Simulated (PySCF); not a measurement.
Relaxation of singlet AuI₃

All numbers come from PySCF, B3LYP, basis Au def2-SVP with ECP60, I def2-SVP with ECP28 (scalar-relativistic core potentials, no spin–orbit coupling, density fitting). A (50,194) grid was used.

A start at or just off a symmetric point, pushed along the force that breaks its symmetry, of C2v symmetry, free to break it:

Coordinates in bohr (charge 0 multiplicity 1):
```
Au    0.0809    0.0000    0.0000
I     5.0057    0.0000    0.0000
I    -2.5656    4.2782    0.0000
I    -2.5657   -4.2782    0.0000
```

Optimiser trace:
```tsv
step	E − E(last) (kJ/mol)	largest gradient (Eh/bohr)
0	54.42	0.00873
1	41.61	0.00895
2	16.52	0.00927
3	4.71	0.00807
4	0.63	0.00168
5	0.03	0.00118
6	0.00	0.00037
7	0.00	0.00011
```

It ends at C2v with Au–I 2.594 Å, Au–I 2.667 Å (×2); I–Au–I 78.3°, I–Au–I 140.9° (×2) (after a last refinement on a finer grid). A frequency run shows a minimum. Other isomers or separated fragments may lie lower.

Final geometry:
```xyz
4
charge 0 multiplicity 1, angstrom
Au    0.3352    0.0000    0.0000
I     2.9289    0.0000    0.0000
I    -1.7336    1.6836    0.0000
I    -1.7336   -1.6836    0.0000
```

Stability towards spin polarisation was not tested. Spin–orbit coupling, left out here, can matter for elements this heavy.

The relaxation took about 2 core-minutes on a shared host.
